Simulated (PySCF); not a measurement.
# Working out the ionisation energy of Ge+

Ge+ [Ar] 3d10 4s2 4p1 (2P) → Ge(2+) [Ar] 3d10 4s2 (1S). Calculation: PySCF 2.14, in x2c-SVPall; the spin-free X2C one-electron Hamiltonian (Gaussian nucleus). Frozen: [Ar] 3d10. Energies in hartree (1 hartree = 27.21139 eV):

| part | Ge+ (lower) | Ge(2+) (upper) |
| --- | --- | --- |
| UHF | -2096.413261 | -2095.853375 |
| CCSD correlation | -0.046882 | -0.038385 |
| (T) | -0.000486 | 0.000000 |

What does Hartree-Fock give?

(-2095.853375) − (-2096.413261) = 0.559886 hartree = 15.235 eV.

What do CCSD and CCSD(T) give?

The CCSD correlation energies differ by 0.008497 hartree = 0.231 eV and the triples by 0.000486 hartree = 0.013 eV, so CCSD gives 15.466 eV and CCSD(T) 15.479 eV.

Measured between the centres of the two terms (NIST): 15.789 eV, so CCSD(T) (valence) is off by -0.310 eV.

A double-zeta basis recovers only part of the correlation energy.

What remains against the reference includes basis incompleteness, the frozen core and higher excitations.
